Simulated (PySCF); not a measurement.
**Ga⁻ (gallium, charge -1) across methods**

[Ar] 3d10 4s2 4p2, high-spin 3P determinant. Calculation: PySCF 2.14, in aug-cc-pVQZ-PP with one added diffuse shell each of s, p, d, f, g type with ECP10MDF (8s7p6d4f3g, 114 functions); a scalar-relativistic core potential.

```
method  E (hartree)  mean ε 4s α (eV)  mean ε 4s β (eV)  mean ε 4p α (eV)  Σ⟨r²⟩ (bohr²)   ⟨S²⟩
r2SCAN    -259.3635            -5.007            -4.057             0.858          151.9  2.005
   LDA    -259.0544            -5.119            -4.420             0.809          171.4  2.001
   UHF   -258.30086            -7.886            -5.655            -0.518          83.70  2.013
  MN15    -259.8354            -6.193            -5.372             0.332          125.1  2.004
 B3LYP    -259.5210            -5.638            -4.791             0.666          144.1  2.002
   PBE    -259.4758            -4.393            -3.591             1.247          135.1  2.002
  PBE0    -259.4307            -5.559            -4.448             0.653          118.2  2.003
 TPSSh    -259.3898            -5.216            -4.056             0.767          165.7  2.002
```

Energies and moments cover only the electrons outside the core potential.

The highest occupied level is positive at r2SCAN, LDA, MN15, B3LYP, PBE, PBE0, TPSSh: only the finite basis holds that electron, which in a density functional comes from self-interaction.
